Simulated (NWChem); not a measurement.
Everything below was run with NWChem. System: Ga, charge 0, spin multiplicity 2. Its SCF solution wasn't tested for a lower state. Level: UCCSD(T)/def2-TZVP, 9 core orbitals frozen.

Input file:

```
start mol
memory heap 100 mb stack 700 mb global 1900 mb
geometry units angstroms nocenter noautoz
  Ga     0.000000     0.000000     0.000000
  symmetry group D2h
end
basis spherical
  * library def2-tzvp
end
scf
  uhf
  nopen 1
  maxiter 100
  thresh 1e-7
  semidirect memsize 60000000 filesize 0
  # guess.movecs holds the orbitals of an unrestricted PBE0 run
  vectors input guess.movecs output mol.movecs
end
tce
  freeze core 9
  ccsd(t)
  thresh 1e-6
  maxiter 100
  tilesize 24
end
task tce energy
```

Output (cleaned and shortened):

```
             Northwest Computational Chemistry Package (NWChem) 7.3.0
             --------------------------------------------------------

                                NWChem Input Module
                                -------------------

 Scaling coordinates for geometry "geometry" by  1.889725989
 (inverse scale =  0.529177249)

                             Geometry "geometry" -> ""
                             -------------------------

 Output coordinates in angstroms (scale by  1.889725989 to convert to a.u.)

  No.       Tag          Charge          X              Y              Z
 ---- ---------------- ---------- -------------- -------------- --------------
    1 Ga                  31.0000     0.00000000     0.00000000     0.00000000

 Effective nuclear repulsion energy (a.u.)       0.0000000000

            Nuclear Dipole moment (a.u.)
            ----------------------------
        X                 Y               Z
 ---------------- ---------------- ----------------
     0.0000000000     0.0000000000     0.0000000000

      Symmetry information
      --------------------

 Group name             D2h
 Group number             26
 Group order               8
 No. of unique centers     1

      Symmetry unique atoms

     1


 Summary of "ao basis" -> "" (spherical)
 ------------------------------------------------------------------------------
       Tag                 Description            Shells   Functions and Types
 ---------------- ------------------------------  ------  ---------------------
 *                         def2-tzvp                  on all atoms

 Summary of "ao basis" -> "ao basis" (spherical)
 ------------------------------------------------------------------------------
       Tag                 Description            Shells   Functions and Types
 ---------------- ------------------------------  ------  ---------------------
 Ga                        def2-tzvp                16       48   6s5p4d1f

                                 NWChem SCF Module
                                 -----------------

  ao basis        = "ao basis"
  functions       =    48
  atoms           =     1
  alpha electrons =    16
  beta  electrons =    15
  charge          =   0.00
  wavefunction    = UHF
  use symmetry    = T
  symmetry adapt  = T

 Summary of "ao basis" -> "ao basis" (spherical)
 ------------------------------------------------------------------------------
       Tag                 Description            Shells   Functions and Types
 ---------------- ------------------------------  ------  ---------------------
 Ga                        def2-tzvp                16       48   6s5p4d1f

      Symmetry analysis of basis
      --------------------------

        ag         14
        au          1
        b1g         4
        b1u         7
        b2g         4
        b2u         7
        b3g         4
        b3u         7

 Forming initial guess at       0.1s

   Symmetry analysis of molecular orbitals - initial alpha
   -------------------------------------------------------

  Numbering of irreducible representations:

     1 ag          2 au          3 b1g         4 b1u         5 b2g
     6 b2u         7 b3g         8 b3u

  Orbital symmetries:

     1 ag          2 ag          3 b1u         4 b3u         5 b2u
     6 ag          7 b3u         8 b1u         9 b2u        10 b2g
    11 ag         12 b1g        13 b3g        14 ag         15 ag
    16 b2u        17 b1u        18 b3u        19 ag         20 b1g
[...]
    Atom       Charge   Shell Charges
 -----------   ------   -------------------------------------------------------
    1 Ga  31    31.00   2.00  2.00  1.18  0.78  1.04  1.00  5.98  4.43  1.56  0.40  0.62  8.89  1.13 -0.03  0.03  0.00

  Mulliken analysis of the alpha density
  --------------------------------------

    Atom       Charge   Shell Charges
 -----------   ------   -------------------------------------------------------
    1 Ga  31    16.00   1.00  1.00  0.59  0.39  0.50  0.51  2.99  2.22  0.78  0.39  0.63  4.44  0.57 -0.01  0.02  0.00

   Mulliken analysis of the beta density
   -------------------------------------

    Atom       Charge   Shell Charges
 -----------   ------   -------------------------------------------------------
    1 Ga  31    15.00   1.00  1.00  0.59  0.39  0.53  0.48  2.99  2.21  0.79  0.02 -0.00  4.45  0.56 -0.02  0.01  0.00

   Mulliken analysis of the spin density
   -------------------------------------

    Atom       Charge   Shell Charges
 -----------   ------   -------------------------------------------------------
    1 Ga  31     1.00  -0.00 -0.00 -0.00  0.00 -0.03  0.03  0.00  0.01 -0.01  0.37  0.63 -0.01  0.01  0.01  0.00  0.00

       Multipole analysis of the density wrt the origin
       ------------------------------------------------

     L   x y z        total         alpha         beta         nuclear
     -   - - -        -----         -----         ----         -------
     0   0 0 0     -0.000000    -16.000000    -15.000000     31.000000

     1   1 0 0      0.000000      0.000000      0.000000      0.000000
     1   0 1 0     -0.000000     -0.000000     -0.000000      0.000000
     1   0 0 1     -0.000000     -0.000000     -0.000000      0.000000

     2   2 0 0    -11.617610     -7.018855     -4.598756      0.000000
     2   1 1 0      0.000000      0.000000      0.000000      0.000000
     2   1 0 1      0.000000      0.000000     -0.000000      0.000000
     2   0 2 0    -17.072860    -12.842338     -4.230522      0.000000
     2   0 1 1      0.000000      0.000000     -0.000000      0.000000
     2   0 0 2    -11.617610     -7.018855     -4.598756      0.000000

                   NWChem Extensible Many-Electron Theory Module
                   ---------------------------------------------


            General Information
            -------------------
      Number of processors :     1
         Wavefunction type : Unrestricted Hartree-Fock
          No. of electrons :    31
           Alpha electrons :    16
            Beta electrons :    15
           No. of orbitals :    96
            Alpha orbitals :    48
             Beta orbitals :    48
        Alpha frozen cores :     9
         Beta frozen cores :     9
     Alpha frozen virtuals :     0
      Beta frozen virtuals :     0
         Spin multiplicity : doublet
    Number of AO functions :    48
       Number of AO shells :    16
        Use of symmetry is : on
      Symmetry adaption is : on
         Schwarz screening : 0.10D-09

          Correlation Information
          -----------------------
          Calculation type : Coupled-cluster singles & doubles w/ perturbation
   Perturbative correction : (T)
            Max iterations :      100
        Residual threshold : 0.10D-05
     T(0) DIIS level shift : 0.00D+00
     L(0) DIIS level shift : 0.00D+00
     T(1) DIIS level shift : 0.00D+00
     L(1) DIIS level shift : 0.00D+00
     T(R) DIIS level shift : 0.00D+00
     T(I) DIIS level shift : 0.00D+00
   CC-T/L Amplitude update :  5-th order DIIS
                I/O scheme : Global Array Library
        L-threshold :  0.10D-05
        EOM-threshold :  0.10D-05
 no EOMCCSD initial starts read in
 TCE RESTART OPTIONS
 SLICE:      F
 D4D5:       F
 quantumc:   F
 qrotation:  F
 pwtce:      F
 qducc:      F
 nacto:                         0
 nrotv:                         0
 nrot:                          0

            Memory Information
            ------------------
          Available GA space size is     249032192 doubles
          Available MA space size is     104852588 doubles

 Maximum block size supplied by input
 Maximum block size        24 doubles

 tile_dim =      8

 -------------------------------------------------

 Global array virtual files algorithm will be used

 Parallel file system coherency ......... OK


 half-transformed integrals in memory

 2-e (intermediate) file size =         7411968
 2-e (intermediate) file name = ./mol.v2i

 2-e integrals stored in memory



CCSD iterations
 ---------------------------------------------------------
 Iter          Residuum       Correlation     Cpu    Wall
 ---------------------------------------------------------
    1   0.1279201179641  -0.1762558253575     0.3     0.3
    2   0.0295303592332  -0.1747232446933     0.3     0.3
    3   0.0117288359244  -0.1795391404853     0.3     0.3
    4   0.0055463131501  -0.1800001972183     0.3     0.3
    5   0.0026300374923  -0.1806358637344     0.3     0.3
    6   0.0006366873206  -0.1809523522335     0.3     0.3
    7   0.0002474008009  -0.1809569763897     0.3     0.3
    8   0.0001133002434  -0.1809551503294     0.3     0.3
    9   0.0000555143804  -0.1809561608346     0.3     0.3
   10   0.0000282333147  -0.1809577311377     0.3     0.3
   11   0.0000053447631  -0.1809594219321     0.3     0.3
   12   0.0000017094047  -0.1809593616506     0.3     0.3
   13   0.0000007288241  -0.1809595731003     0.3     0.3
 -----------------------------------------------------------------
 Iterations converged
 CCSD correlation energy / hartree =        -0.180959573100251
 CCSD total energy / hartree       =     -1923.404450780499701

 Singles contributions

 Doubles contributions
 CCSD(T)
 Using plain CCSD(T) code
             total no. of tasks         4785
 total no. of tasks / no. procs         4785
                         wl_min            1           1.0
                         wl_max        13824           4.9
        thresh for no. of tasks         4785

 CCSD[T]  correction energy / hartree =        -0.008740874627007
 CCSD[T] correlation energy / hartree =        -0.189700447727258
 CCSD[T] total energy / hartree       =     -1923.413191655126639
 CCSD(T)  correction energy / hartree =        -0.007414499208152
 CCSD(T) correlation energy / hartree =        -0.188374072308403
 CCSD(T) total energy / hartree       =     -1923.411865279707854

 Task  times  cpu:        7.6s     wall:        7.6s

 Total times  cpu:        7.6s     wall:        7.6s
```
